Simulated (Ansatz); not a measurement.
Molecule: difluoro(dihydroxy)silane, sum formula H$_{2}$SiO$_{2}$F$_{2}$ (charge 0, singlet). 
Structure (B3LYP-D3(BJ)/def2-TZVP (Ansatz, an electronic-structure program) minimum search):
```xyz
7

O      1.5592    -0.4111    -0.1868
Si     0.0097     0.0006    -0.0100
O     -0.8955    -1.3260     0.2073
F     -0.2108     0.9984     1.2056
F     -0.4072     0.8080    -1.3029
H      1.9201    -1.1263     0.3420
H     -1.8031    -1.2425     0.5098
```

Dipole moments at this geometry, in debye (magnitudes).

| level | program | dipole (D) |
|---|---|---|
| revPBE/def2-TZVPD | Ansatz | 2.27 |
| B97M-V/def2-TZVPD | Ansatz | 2.32 |
| CAM-B3LYP/def2-TZVPD | Ansatz | 2.40 |
| LC-wPBE/def2-TZVPD | Ansatz | 2.41 |
| wB97M-V/def2-TZVPD | Ansatz | 2.37 |
| CCSD(T)/aug-cc-pV(D+d)Z | Ansatz | 2.37 |
